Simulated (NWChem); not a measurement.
Program: NWChem. System: CH$_{4}$SSi, charge 0, spin multiplicity 1, at a geometry optimised with PBE/def2-SVP. The structure started from a generated list of species. Level: PBE0/pcseg-2.

Output (cleaned and shortened):

```
             Northwest Computational Chemistry Package (NWChem) 7.3.0
             --------------------------------------------------------

                                NWChem Input Module
                                -------------------

 Scaling coordinates for geometry "geometry" by  1.889725989
 (inverse scale =  0.529177249)

 Turning off AUTOSYM since
 SYMMETRY directive was detected!

                             Geometry "geometry" -> ""
                             -------------------------

 Output coordinates in angstroms (scale by  1.889725989 to convert to a.u.)

  No.       Tag          Charge          X              Y              Z
 ---- ---------------- ---------- -------------- -------------- --------------
    1 Si                  14.0000    -0.66714800    -0.70471400     0.00000000
    2 C                    6.0000     1.10318300    -1.46224300     0.00000000
    3 H                    1.0000     1.19120200    -2.13203800     0.88478200
    4 H                    1.0000     1.96060800    -0.75905200     0.00000000
    5 H                    1.0000     1.19120200    -2.13203800    -0.88478200
    6 S                   16.0000    -0.02232900     1.35865200     0.00000000
    7 H                    1.0000    -1.26477800     1.92415900     0.00000000

 Effective nuclear repulsion energy (a.u.)     130.2695380498

            Nuclear Dipole moment (a.u.)
            ----------------------------
        X                 Y               Z
 ---------------- ---------------- ----------------
    -0.0000075589     0.0000170075     0.0000000000

      Symmetry information
      --------------------

 Group name             Cs
 Group number              2
 Group order               2
 No. of unique centers     6

      Symmetry unique atoms

     1    2    3    4    6    7


 Summary of "ao basis" -> "" (spherical)
 ------------------------------------------------------------------------------
       Tag                 Description            Shells   Functions and Types
 ---------------- ------------------------------  ------  ---------------------
 *                          pcseg-2                   on all atoms

                                 NWChem DFT Module
                                 -----------------

 Summary of "ao basis" -> "ao basis" (spherical)
 ------------------------------------------------------------------------------
       Tag                 Description            Shells   Functions and Types
[...]
 Vector   19  Occ=2.000000D+00  E=-2.957300D-01  Symmetry=a"
              MO Center= -9.7D-02,  1.1D+00, -4.6D-16, r^2= 2.0D+00
   Bfn.  Coefficient  Atom+Function         Bfn.  Coefficient  Atom+Function
  ----- ------------  ---------------      ----- ------------  ---------------
   120      0.517595  6 S  pz               123      0.320025  6 S  pz
   114     -0.237375  6 S  pz               117      0.223005  6 S  pz
    14      0.154792  1 Si pz                 8     -0.066521  1 Si pz
    11      0.056311  1 Si pz                24      0.052408  1 Si d -1
    17      0.048358  1 Si pz                66     -0.046666  3 H  s

 Vector   20  Occ=2.000000D+00  E=-2.418888D-01  Symmetry=a'
              MO Center= -6.7D-01, -5.7D-01, -2.2D-15, r^2= 3.4D+00
   Bfn.  Coefficient  Atom+Function         Bfn.  Coefficient  Atom+Function
  ----- ------------  ---------------      ----- ------------  ---------------
     5      0.566712  1 Si s                 12     -0.318557  1 Si px
     4      0.273828  1 Si s                119      0.211340  6 S  py
     3     -0.205440  1 Si s                 38     -0.192296  2 C  s
    42      0.161996  2 C  px                 6      0.157963  1 Si px
    39      0.157359  2 C  px                 9     -0.150491  1 Si px

 Vector   21  Occ=0.000000D+00  E=-8.041776D-02  Symmetry=a"
              MO Center= -6.2D-01, -5.3D-01,  3.5D-15, r^2= 3.5D+00
   Bfn.  Coefficient  Atom+Function         Bfn.  Coefficient  Atom+Function
  ----- ------------  ---------------      ----- ------------  ---------------
    14      0.546488  1 Si pz                17      0.508681  1 Si pz
   123     -0.275765  6 S  pz                 8     -0.206281  1 Si pz
   120     -0.205105  6 S  pz                11      0.185693  1 Si pz
   117     -0.101416  6 S  pz                67     -0.099076  3 H  s
    95      0.099076  5 H  s                114      0.097654  6 S  pz

 Vector   22  Occ=0.000000D+00  E= 5.096483D-03  Symmetry=a'
              MO Center= -4.3D-02, -6.9D-01,  1.0D-14, r^2= 7.1D+00
   Bfn.  Coefficient  Atom+Function         Bfn.  Coefficient  Atom+Function
  ----- ------------  ---------------      ----- ------------  ---------------
    38      1.321658  2 C  s                 16      0.758975  1 Si py
    81     -0.641200  4 H  s                122      0.585875  6 S  py
   143     -0.564055  7 H  s                 67     -0.455867  3 H  s
    95     -0.455867  5 H  s                  5      0.402889  1 Si s
    13      0.368920  1 Si py               142     -0.234040  7 H  s

 Vector   23  Occ=0.000000D+00  E= 1.216454D-02  Symmetry=a'
              MO Center= -1.0D+00,  1.1D+00, -5.0D-15, r^2= 5.5D+00
   Bfn.  Coefficient  Atom+Function         Bfn.  Coefficient  Atom+Function
  ----- ------------  ---------------      ----- ------------  ---------------
   143      0.968373  7 H  s                111     -0.862915  6 S  s
   121      0.560318  6 S  px                16      0.483852  1 Si py
    15     -0.414721  1 Si px                 5     -0.391054  1 Si s
    67      0.280338  3 H  s                 95      0.280338  5 H  s
   118      0.273984  6 S  px                45     -0.263133  2 C  px

 center of mass
 --------------
 x =  -0.07556238 y =   0.07593316 z =   0.00000000

 moments of inertia (a.u.)
 ------------------
         405.314978518356          57.578638338206           0.000000000000
          57.578638338206         131.683239358045           0.000000000000
           0.000000000000           0.000000000000         525.728440225913

     Multipole analysis of the density
     ---------------------------------

     L   x y z        total         alpha         beta         nuclear
     -   - - -        -----         -----         ----         -------
     0   0 0 0     -0.000000    -20.000000    -20.000000     40.000000

     1   1 0 0     -0.010782     -0.005387     -0.005387     -0.000008
     1   0 1 0     -0.229209     -0.114613     -0.114613      0.000017
     1   0 0 1     -0.000000     -0.000000     -0.000000      0.000000

     2   2 0 0    -26.313799    -52.122274    -52.122274     77.930749
     2   1 1 0     -2.669057     21.133289     21.133289    -44.935634
     2   1 0 1     -0.000000     -0.000000     -0.000000      0.000000
     2   0 2 0    -25.086276   -124.471573   -124.471573    223.856870
     2   0 1 1     -0.000000     -0.000000     -0.000000      0.000000
     2   0 0 2    -24.944619    -15.267878    -15.267878      5.591138

 Task  times  cpu:       18.1s     wall:       18.1s

 Total times  cpu:       18.2s     wall:       18.2s
```

### Question
Write an NWChem input that would produce this output.

### Answer
Several could match; the one computed here: 
```
start mol
memory heap 200 mb stack 900 mb global 1100 mb
geometry units angstroms nocenter noautoz
  Si    -0.667148    -0.704714     0.000000
  C      1.103183    -1.462243     0.000000
  H      1.191202    -2.132038     0.884782
  H      1.960608    -0.759052     0.000000
  H      1.191202    -2.132038    -0.884782
  S     -0.022329     1.358652     0.000000
  H     -1.264778     1.924159     0.000000
  symmetry group Cs
end
basis spherical
  * library pcseg-2
end
dft
  xc pbe0
  semidirect memsize 60000000 filesize 0
  iterations 100
end
task dft energy
```
